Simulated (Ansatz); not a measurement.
Reaction R1 → P1 + P2, each structure at its B3LYP-D3(BJ)/def2-TZVP stationary point, reached from a drawn start (curvature not checked).
R1, CH3Cl (SMILES CCl) (charge 0, multiplicity 1):
```xyz
5

C     -0.154    -0.008    -0.004
Cl     1.638     0.087     0.043
H     -0.440    -0.648    -0.833
H     -0.498    -0.426     0.937
H     -0.546     0.995    -0.143
```
P1, CH3 (SMILES [CH3]) (charge 0, multiplicity 2, Z-matrix in Å and degrees):
```
C
H 1 1.0790
H 1 1.0790 2 120.00
H 1 1.0790 2 120.00 3 179.97
```
P2: Cl atom, charge 0, multiplicity 2.

P less R. No zero-point or thermal terms; singlets are restricted closed shells; open shells are unrestricted; no spin–orbit coupling.

Correlated levels freeze the cores. CBS: X⁻³ extrapolation of the correlation energy, Hartree–Fock from the larger set.

Programs: Ansatz (an electronic-structure program) with Gaussian orbitals. No computed number here is a measurement.

Question: Estimate the reaction energy that MP2/CBS(cc-pV(T+d)Z, cc-pV(Q+d)Z) returns for this input.

Answer: 390 kJ/mol

Question: What is the computed reaction energy (BHLYP/def2-TZVPP)?

Answer: 329 kJ/mol

Question: Estimate the reaction energy that HF/cc-pV(T+d)Z returns for this input.

Answer: 225 kJ/mol
